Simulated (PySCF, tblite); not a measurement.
Isomers of C7H8NOP, one GFN2-xTB conformer each. Single-point energies are computed at PBE0/pcSseg-1 (PySCF, gas phase, no added dispersion term), electronic only.

| SMILES | GFN2-xTB relative energy (kJ/mol) |
| --- | --- |
| CC(=O)c1cpcc(C)n1 | 6.7 |
| CC(=O)c1nc(C)ccp1 | 0.0 |

Conformers: `[CH3:1][C:2](=[O:3])[c:4]1[cH:5][p:6][cH:7][c:8]([CH3:9])[n:10]1` with C1–C2–C4–C5 180°; `[CH3:1][C:2](=[O:3])[c:4]1[n:5][c:6]([CH3:7])[cH:8][cH:9][p:10]1` with C1–C2–C4–N5 0°.

**Question.** What does PBE0/pcSseg-1 give for the same structures?

**Answer.** 
| SMILES | PBE0/pcSseg-1 E (Eh) | PBE0/pcSseg-1 (kJ/mol) | GFN2-xTB (kJ/mol) | point group |
| --- | --- | --- | --- | --- |
| CC(=O)c1cpcc(C)n1 | -742.22618 | 0.0 | 6.7 | Cs |
| CC(=O)c1nc(C)ccp1 | -742.22212 | 10.7 | 0.0 | Cs |

GFN2-xTB puts CC(=O)c1nc(C)ccp1 lowest instead. 

**Question.** Which frontier levels, dipoles and rotational constants go with these structures?

**Answer.** 
```json
{"SMILES": "CC(=O)c1cpcc(C)n1", "HOMO (eV, PBE0/pcSseg-1)": "-7.23", "LUMO (eV)": "-2.44", "dipole (D)": "3.45", "A, B, C (MHz)": "1733, 945.9, 616.5"}
{"SMILES": "CC(=O)c1nc(C)ccp1", "HOMO (eV, PBE0/pcSseg-1)": "-6.92", "LUMO (eV)": "-2.44", "dipole (D)": "4.42", "A, B, C (MHz)": "1789, 1012, 651.3"}
```

**Question.** What happens when harmonic zero-point energies from GFN2-xTB frequencies are added?

**Answer.** 
```tsv
SMILES	ZPE (kJ/mol)	electronic (kJ/mol)	with ZPE (kJ/mol)
CC(=O)c1cpcc(C)n1	348.9	0.0	0.0
CC(=O)c1nc(C)ccp1	349.1	10.7	10.9
```

The zero-point energies span 0.2 kJ/mol. The order is unchanged.

**Question.** As an exercise, what shares would exp(−E/RT) give at 500 K from these electronic energies alone (no entropy, no degeneracies)?

**Answer.** RT = 4.157 kJ/mol: CC(=O)c1cpcc(C)n1 92.9 %, CC(=O)c1nc(C)ccp1 7.1 %.
